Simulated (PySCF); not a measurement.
Record of a relaxation.

Species: C6H6BrO (charge +1).
Numbering: `[CH3:1][c:2]1[cH:3][o+:4][cH:5][cH:6][c:7]1[Br:8]` (hydrogens: H9, H10, H11 on C1; H12 on C3; H13 on C5; H14 on C6)
Bond orders are those of one Lewis drawing.

Computed by this run: PBE0/def2-SV(P) geometry optimisation, gas phase in PySCF; density fitting, grid level 1; the optimiser is geomeTRIC in internal coordinates, started from a GFN2-xTB structure. 7 of its 10 geometries are shown. The frame can shift and turn from step to step; on so coarse a grid that alone can change the energy by a few meV, and forces under 0.02 eV/Å are noise.

Step 0: E = -78372.7351 eV, largest atomic force 0.672 eV/Å
```
atom  x, y, z in Å  |  force x, y, z in eV/Å
C1      2.055   -0.086   -0.177   -0.154  -0.063  -0.005
C2      0.581   -0.145   -0.076   -0.384   0.221   0.076
C3     -0.121   -1.321   -0.262    0.554   0.320   0.019
O4     -1.428   -1.408   -0.180   -0.054  -0.087  -0.006
C5     -2.157   -0.354    0.092   -0.075   0.593   0.126
C6     -1.593    0.880    0.302    0.317  -0.316  -0.087
C7     -0.199    1.003    0.219    0.230   0.265   0.035
Br8     0.616    2.662    0.495   -0.335  -0.574  -0.093
H9      2.351    0.622   -0.951    0.151   0.267  -0.385
H10     2.483    0.277    0.758    0.214   0.099   0.427
H11     2.478   -1.059   -0.407    0.263  -0.476  -0.114
H12     0.365   -2.262   -0.493    0.026  -0.384  -0.079
H13    -3.221   -0.546    0.133   -0.359  -0.213  -0.013
H14    -2.211    1.736    0.526   -0.395   0.347   0.098
```

Step 2: E = -78372.7777 eV, largest atomic force 0.111 eV/Å
```
atom  x, y, z in Å  |  force x, y, z in eV/Å
C1      2.057   -0.077   -0.329    0.008   0.018   0.023
C2      0.581   -0.126   -0.112   -0.015   0.038  -0.051
C3     -0.072   -1.335    0.007   -0.032  -0.043  -0.025
O4     -1.371   -1.438    0.225    0.041   0.081  -0.007
C5     -2.136   -0.372    0.361   -0.035  -0.039   0.019
C6     -1.614    0.890    0.260    0.031   0.006  -0.037
C7     -0.240    1.029   -0.007    0.019  -0.018   0.108
Br8     0.480    2.715   -0.195   -0.004  -0.061   0.025
H9      2.309    0.556   -1.196   -0.009  -0.005  -0.022
H10     2.556    0.362    0.554   -0.003   0.010  -0.018
H11     2.472   -1.083   -0.494   -0.003  -0.003   0.002
H12     0.411   -2.313   -0.075    0.018   0.004   0.020
H13    -3.183   -0.621    0.552   -0.006   0.014   0.006
H14    -2.264    1.760    0.384   -0.009  -0.002  -0.042
```

Step 3: E = -78372.7812 eV, largest atomic force 0.078 eV/Å
```
atom  x, y, z in Å  |  force x, y, z in eV/Å
C1      2.057   -0.073   -0.339   -0.008  -0.035   0.017
C2      0.583   -0.131   -0.108   -0.028   0.009  -0.008
C3     -0.072   -1.339    0.017   -0.003   0.006  -0.014
O4     -1.371   -1.435    0.233    0.002  -0.028   0.007
C5     -2.142   -0.371    0.352    0.055   0.011  -0.003
C6     -1.616    0.890    0.247   -0.009  -0.019  -0.009
C7     -0.236    1.021    0.010    0.012   0.058   0.051
Br8     0.498    2.703   -0.129    0.001   0.014  -0.005
H9      2.290    0.552   -1.217   -0.004  -0.006  -0.012
H10     2.564    0.380    0.532   -0.006   0.009  -0.009
H11     2.476   -1.077   -0.500    0.004  -0.005   0.007
H12     0.412   -2.317   -0.048   -0.009  -0.011  -0.004
H13    -3.191   -0.616    0.537   -0.003  -0.013  -0.010
H14    -2.266    1.762    0.350   -0.004   0.009  -0.006
```

Step 4: E = -78372.7818 eV, largest atomic force 0.065 eV/Å
```
atom  x, y, z in Å  |  force x, y, z in eV/Å
C1      2.053   -0.078   -0.341    0.007   0.031   0.007
C2      0.580   -0.125   -0.102    0.046  -0.045   0.008
C3     -0.068   -1.337    0.021   -0.029   0.058  -0.010
O4     -1.367   -1.435    0.235   -0.016  -0.016   0.006
C5     -2.138   -0.371    0.345   -0.034   0.001   0.001
C6     -1.617    0.892    0.244    0.015  -0.013   0.005
C7     -0.235    1.029    0.023    0.010  -0.015  -0.010
Br8     0.501    2.712   -0.099    0.002  -0.014  -0.004
H9      2.283    0.535   -1.229    0.008  -0.003  -0.006
H10     2.569    0.383    0.521    0.004   0.011  -0.005
H11     2.466   -1.087   -0.495    0.001   0.004   0.009
H12     0.419   -2.313   -0.044   -0.006   0.001  -0.007
H13    -3.187   -0.619    0.521   -0.004   0.000  -0.006
H14    -2.272    1.762    0.336   -0.004  -0.001   0.012
```

Step 6: E = -78372.7826 eV, largest atomic force 0.050 eV/Å
```
atom  x, y, z in Å  |  force x, y, z in eV/Å
C1      2.056   -0.075   -0.335   -0.005  -0.019   0.001
C2      0.583   -0.132   -0.101   -0.032   0.016   0.006
C3     -0.074   -1.339    0.014    0.028  -0.020  -0.018
O4     -1.374   -1.435    0.225    0.005   0.022  -0.012
C5     -2.141   -0.370    0.342   -0.036  -0.007   0.009
C6     -1.616    0.892    0.249    0.030  -0.039  -0.008
C7     -0.234    1.022    0.024    0.005   0.037   0.017
Br8     0.506    2.703   -0.103    0.005   0.023   0.001
H9      2.285    0.527   -1.231   -0.003  -0.008  -0.003
H10     2.565    0.404    0.521   -0.005   0.004  -0.002
H11     2.479   -1.081   -0.471    0.000  -0.004   0.008
H12     0.408   -2.318   -0.059    0.002   0.000   0.003
H13    -3.192   -0.616    0.513    0.001   0.001   0.002
H14    -2.267    1.764    0.350    0.007  -0.005  -0.003
```

Step 8: E = -78372.7841 eV, largest atomic force 0.023 eV/Å
```
atom  x, y, z in Å  |  force x, y, z in eV/Å
C1      2.057   -0.079   -0.324    0.005   0.006  -0.003
C2      0.583   -0.130   -0.096    0.009   0.003  -0.002
C3     -0.077   -1.338   -0.003   -0.015   0.002   0.001
O4     -1.379   -1.433    0.196   -0.004  -0.003   0.003
C5     -2.144   -0.368    0.324    0.020  -0.006  -0.009
C6     -1.613    0.893    0.252   -0.013   0.018   0.006
C7     -0.229    1.026    0.038   -0.002  -0.019   0.000
Br8     0.515    2.707   -0.064   -0.001  -0.001   0.002
H9      2.287    0.479   -1.248    0.001  -0.002   0.002
H10     2.559    0.444    0.509    0.001  -0.001   0.001
H11     2.483   -1.090   -0.410    0.002   0.000   0.002
H12     0.404   -2.316   -0.084    0.000   0.000  -0.004
H13    -3.197   -0.613    0.486    0.000   0.001  -0.001
H14    -2.262    1.765    0.360   -0.001   0.002   0.002
```

Step 9: E = -78372.7843 eV, largest atomic force under 0.02 eV/Å
```
atom  x, y, z in Å  |  force x, y, z in eV/Å
C1      2.058   -0.080   -0.319    0.001   0.003  -0.001
C2      0.583   -0.131   -0.095    0.001   0.002  -0.001
C3     -0.079   -1.338   -0.010   -0.006  -0.001   0.002
O4     -1.381   -1.432    0.185    0.000   0.001  -0.001
C5     -2.146   -0.366    0.317    0.005  -0.004  -0.002
C6     -1.612    0.894    0.254   -0.004   0.003   0.002
C7     -0.228    1.026    0.043    0.003  -0.005  -0.001
Br8     0.519    2.706   -0.052    0.000   0.001   0.002
H9      2.289    0.464   -1.251    0.000   0.000   0.002
H10     2.557    0.456    0.507    0.000  -0.002   0.002
H11     2.487   -1.091   -0.388    0.000   0.000   0.000
H12     0.400   -2.317   -0.095   -0.001   0.000  -0.002
H13    -3.199   -0.610    0.475    0.000   0.001  -0.001
H14    -2.261    1.767    0.365    0.000   0.001   0.000
```

Task: Summarise the path.

Result: The energy falls by 0.0492 eV from step 0 to step 9; nine tenths of that is first reached at step 3. It falls at every step. The largest force goes from 0.672 to under 0.02 eV/Å. Among the bonds C7–Br8 changes most, from 1.869 to 1.841 Å; the atoms move by 0.027 Å rms after alignment.

The cost below is that of the whole optimisation. The run took 80 s of wall time on one thread of an Arm Neoverse V1, on a shared host, and the process peaked at 0.57 GiB of memory.
